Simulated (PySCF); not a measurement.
These 2 structures share the formula C8H13NO. Method: PBE0-D3(BJ)/def2-SVP geometry optimisation, gas phase in PySCF. One conformer each; no zero-point energy, no entropy. No frequencies were run at this level. Point groups hold within 0.08 Å.

Problem. Order them by energy at this level, lowest first, and give relative energies in kJ/mol.
A. `[CH2:1]=[C:2](/[CH:3]=[N:4]/[C:5]([CH3:6])=[O:7])[CH:8]([CH3:9])[CH3:10]` with C1–C2–C3–N4 176°, C3–N4–C5–C6 142°, C1–C2–C8–C9 105°
B. `[CH2:1]=[CH:2][C:3](=[O:4])[N:5]([CH2:6][CH3:7])[CH:8]1[CH2:9][CH2:10]1` with C1–C2–C3–O4 -3°, C2–C3–N5–C6 171°, C3–N5–C6–C7 -103°, C3–N5–C8–C9 -67°

Solution. A (0.0), B (36.8).

As drawn, the lower has a C=N bond, which the higher lacks; the higher has a three-membered ring, which the lower lacks.

| SMILES | E (Eh) | E rel (kJ/mol) | dipole (D) | point group | A, B, C (MHz) |
| --- | --- | --- | --- | --- | --- |
| C=C(/C=N/C(C)=O)C(C)C | -441.80885 | 0.0 | 2.70 | C1 | 2517, 661.2, 599.7 |
| C=CC(=O)N(CC)C1CC1 | -441.79485 | 36.8 | 3.45 | C1 | 1678, 1137, 750.0 |

Problem. As an exercise, what shares would exp(−E/RT) give at 2000 K from these electronic energies alone (no entropy, no degeneracies)?

Solution. RT = 16.629 kJ/mol: C=C(/C=N/C(C)=O)C(C)C 90.1 %, C=CC(=O)N(CC)C1CC1 9.9 %.
